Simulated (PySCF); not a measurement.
# RbBi: frontier orbitals

r²SCAN at R = 3.568 Å; PySCF, scalar-relativistic core potentials, basis sets Rb def2-SVPD with ECP28, Bi def2-SVPD with ECP60. State: ³Σ⁻ (triplet), unpaired electrons π ↑↑. Only the outer orbitals are listed, counted within each symmetry, core potentials removing the inner ones.

```json
{"spin": "α", "orbital": "3π", "occ.": "1", "ε (eV)": "-16.90", "on Rb (%)": "100", "main shells (%)": "100 Rb p"}
{"spin": "α", "orbital": "3π", "occ.": "1", "ε (eV)": "-16.90", "on Rb (%)": "100", "main shells (%)": "100 Rb p"}
{"spin": "α", "orbital": "5σ", "occ.": "1", "ε (eV)": "-16.76", "on Rb (%)": "99", "main shells (%)": "99 Rb p"}
{"spin": "α", "orbital": "6σ", "occ.": "1", "ε (eV)": "-13.37", "on Rb (%)": "1", "main shells (%)": "99 Bi s"}
{"spin": "α", "orbital": "4π", "occ.": "1", "ε (eV)": "-3.98", "on Rb (%)": "4", "main shells (%)": "96 Bi p"}
{"spin": "α", "orbital": "4π", "occ.": "1", "ε (eV)": "-3.98", "on Rb (%)": "4", "main shells (%)": "96 Bi p"}
{"spin": "α", "orbital": "7σ", "occ.": "1", "ε (eV)": "-3.53", "on Rb (%)": "12", "main shells (%)": "88 Bi p, 11 Rb s"}
{"spin": "α", "orbital": "8σ", "occ.": "0", "ε (eV)": "-1.37", "on Rb (%)": "93", "main shells (%)": "80 Rb s, 13 Rb p"}
{"spin": "α", "orbital": "5π", "occ.": "0", "ε (eV)": "-0.25", "on Rb (%)": "99", "main shells (%)": "89 Rb p, 10 Rb d"}
{"spin": "α", "orbital": "5π", "occ.": "0", "ε (eV)": "-0.25", "on Rb (%)": "99", "main shells (%)": "89 Rb p, 10 Rb d"}
{"spin": "β", "orbital": "3π", "occ.": "1", "ε (eV)": "-16.91", "on Rb (%)": "100", "main shells (%)": "100 Rb p"}
{"spin": "β", "orbital": "3π", "occ.": "1", "ε (eV)": "-16.91", "on Rb (%)": "100", "main shells (%)": "100 Rb p"}
{"spin": "β", "orbital": "5σ", "occ.": "1", "ε (eV)": "-16.77", "on Rb (%)": "99", "main shells (%)": "99 Rb p"}
{"spin": "β", "orbital": "6σ", "occ.": "1", "ε (eV)": "-11.84", "on Rb (%)": "0", "main shells (%)": "100 Bi s"}
{"spin": "β", "orbital": "7σ", "occ.": "1", "ε (eV)": "-2.94", "on Rb (%)": "33", "main shells (%)": "68 Bi p, 32 Rb s"}
{"spin": "β", "orbital": "4π", "occ.": "0", "ε (eV)": "-1.74", "on Rb (%)": "13", "main shells (%)": "87 Bi p"}
{"spin": "β", "orbital": "4π", "occ.": "0", "ε (eV)": "-1.74", "on Rb (%)": "13", "main shells (%)": "87 Bi p"}
{"spin": "β", "orbital": "8σ", "occ.": "0", "ε (eV)": "-1.52", "on Rb (%)": "78", "main shells (%)": "65 Rb s, 22 Bi p, 13 Rb p"}
```

Problem. Which are the highest filled and the lowest empty level, where do they sit, and how wide is the gap?

Solution. Highest filled β 7σ at -2.94 eV (in %: 68 Bi p, 32 Rb s); lowest empty β 4π at -1.74 eV (in %: 87 Bi p); the gap at r²SCAN is 1.20 eV.

The bond order (Mayer) is 0.81, the ⟨S²⟩ is 2.056 and the charge on Rb (Mulliken, basis-dependent) is 0.48. The charge on Rb (Löwdin, basis-dependent) is 0.35 and the dipole moment (positive dipole means Rb(−)Bi(+)) is -9.02 D.

These are scalar-relativistic numbers at best; spin–orbit coupling would shift them, the dissociation energy most. The state is the lowest determinant that a PBE0 search found; another state may lie lower at other levels.
